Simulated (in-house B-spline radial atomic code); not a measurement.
wB97X excitations of Pd

Method: wB97X. Computed with an all-electron radial atomic-structure program (B-spline basis): linear response of the closed shell [Kr] 4d10 with the functional's adiabatic kernel; non-relativistic, point nucleus, no spin-orbit coupling, no double excitations, S, P, D and F terms only; shells from n = 2 respond. Only terms of natural parity with L up to 3 were computed.

Without relativity these are model numbers for so heavy an element.

Command:
```bash
python run_td.py task.json out
```
Settings (radii: box in bohr, nucleus in fm):
```
Z                        46
electrons                46
configuration            [Kr] 4d10
hamiltonian              nr
method                   wb97x
box_radius               75
intervals                61
```

Run time, properties included: 7.6 s on 1 thread of Arm Neoverse N1, with other jobs on the host.

The lowest states, in the order of their Tamm-Dancoff energies; the method's threshold (minus the highest occupied level) is 8.003 eV. Labels give the largest channel, * marks a mixed state, and oscillator strengths are full-response dipole values. Semilocal kernels can invert the small singlet-triplet splittings of Rydberg terms. Energies in eV:

| state | full response | Tamm-Dancoff | oscillator strength |
| --- | --- | --- | --- |
| 4d → 5s 3D | 1.599 | 1.612 | - |
| 4d → 5s 1D | 1.865 | 1.896 | - |
| 4d → 5p 1F | ? | ? | - |
| 4d → 5p 3P | ? | ? | - |
| 4d → 5p 3F | 4.710 | 4.718 | - |
| 4d → 5p 1P | 4.974 | 5.037 | 0.378 |
| 4d → 6s 3D | 5.988 | 5.991 | - |
| 4d → 6s 1D | 6.083 | 6.085 | - |
| 4d → 5d 3S | 6.440 | 6.449 | - |
| 4d → 6p 3P | 6.519 | 6.521 | - |

Task: Where does 4d → 5p 1F lie?

Result: At 4.643 eV in full response, 4.650 eV in Tamm-Dancoff.

Task: Where does 4d → 5p 3P lie?

Result: At 4.659 eV in full response, 4.671 eV in Tamm-Dancoff.

Task: How large is the singlet-triplet splitting of 4d → 5s (D terms) in Tamm-Dancoff?

Result: 0.284 eV, from the unrounded values.

Task: What polarisabilities and dispersion coefficient does the method give?

Result: Dipole 25.2 bohr³, quadrupole 338 bohr⁵, C6 178.7 hartree·bohr⁶ for two such species. Recommended dipole value: 26.14 ± 0.1 bohr³ (Schwerdtfeger and Nagle, table of static dipole polarizabilities (2023 update)), which includes relativity and correlation.
